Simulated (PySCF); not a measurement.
Geometries of 2 isomers of C2H2BrN3, from PBE0-D3(BJ)/def2-SVP geometry optimisation, gas phase in PySCF 2.14.0. One conformer each, no zero-point energy, no frequencies.

**Question.** Which is lower in electronic energy at this level?
A.
```xyz
8
angstrom
Br     1.105   -0.842   -0.541
C     -0.531   -0.074   -0.118
C     -0.837    1.287    0.078
N     -2.131    1.368    0.362
N     -2.534    0.121    0.330
N     -1.632   -0.792    0.049
H     -0.196    2.163    0.025
H     -3.499   -0.132    0.512
```
B.
```xyz
8
angstrom
Br     2.050   -0.190   -1.824
C      0.692   -0.187   -0.562
N      0.334   -1.171    0.220
C     -0.693   -0.628    0.922
N     -0.979    0.622    0.614
N     -0.083    0.894   -0.339
H     -1.248   -1.174    1.684
H     -0.045    1.803   -0.785
```

**Answer.** B. That is `Brc1ncn[nH]1`, 12.5 kcal/mol below the other.

```csv
SMILES,atoms numbered as above,E (Eh),relative (kcal/mol),relative (kJ/mol),dipole (D)
Brc1ncn[nH]1,[Br:1][c:2]1[n:3][cH:4][n:5][nH:6]1,-2814.75618,0.0,0.0,2.29
Brc1cn[nH]n1,[Br:1][c:2]1[cH:3][n:4][nH:5][n:6]1,-2814.73618,12.5,52.5,1.19
```
